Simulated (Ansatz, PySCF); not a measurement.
System: TlCl, charge 0, multiplicity 1. SMILES: [Cl][Tl]
Geometry from a B3LYP-D3(BJ)/def2-TZVP (Ansatz, a program for electronic structure) optimisation:
```
Cl
Tl 1 2.5322
```
Charge 0, spin multiplicity 1.

Property: atomisation energy (electronic, to ground-state atoms), in kJ/mol. Correlated levels leave the core frozen unless marked. UHF or UKS for open shells. No spin-orbit coupling. Frozen are the shells of the preceding noble gas and the d and f shells that filled before the atom's block. Past Kr the def2 sets carry scalar-relativistic core potentials. The coupled-cluster limit lacks core correlation, which all-electron functionals hold. Basis-set limits of correlation are two-point, X^-3; Hartree-Fock from the larger set.

```csv
level,program,atomisation energy (kJ/mol),minus last row
HF-D3(BJ)/def2-TZVPD,PySCF + dftd3,343.3,-84.7
revPBE/def2-TZVPD,Ansatz,420.6,-7.4
r2SCANh-D4/def2-TZVPD,Ansatz + dftd4,428.6,0.6
r2SCANh/def2-TZVPD,Ansatz,427.7,-0.3
r2SCAN0-D4/def2-TZVPD,Ansatz + dftd4,419.8,-8.2
HSE06-D3(BJ)/def2-TZVPD,Ansatz + dftd3,429.4,1.4
PBE-QIDH/def2-TZVPD,Ansatz,423.4,-4.6
RPA@PBE/def2-TZVPP,Ansatz,363.8,-64.2
SCS-MP2/def2-SVP,Ansatz,375.0,-53.0
"CCSD(T)/CBS(def2-TZVPPD,def2-QZVPPD)",Ansatz,428.0,0.0
```
